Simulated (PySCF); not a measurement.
Radial density of N (nitrogen, neutral)

PBE0, [He] 2s2 2p3, high-spin 4S determinant. Computed with PySCF 2.14 in aug-cc-pVDZ, with no relativity, point nucleus.

| r (bohr) | 4πr²ρ (e/bohr) | 4πr²(ρα − ρβ) |
| --- | --- | --- |
| 0.00476 | 0.05473 | 0.0001 |
| 0.00801 | 0.1486 | 0.0002 |
| 0.0135 | 0.3882 | 0.0005 |
| 0.0227 | 0.9680 | 0.0012 |
| 0.0381 | 2.206 | 0.0031 |
| 0.0641 | 4.362 | 0.0079 |
| 0.108 | 6.766 | 0.0245 |
| 0.181 | 7.092 | 0.1031 |
| 0.305 | 4.159 | 0.4065 |
| 0.513 | 2.266 | 1.1319 |
| 0.863 | 3.383 | 1.9411 |
| 1.45 | 2.686 | 1.5220 |
| 2.44 | 0.6631 | 0.4134 |
| 4.11 | 0.04175 | 0.0336 |
| 6.91 | 0.0007277 | 0.0007 |
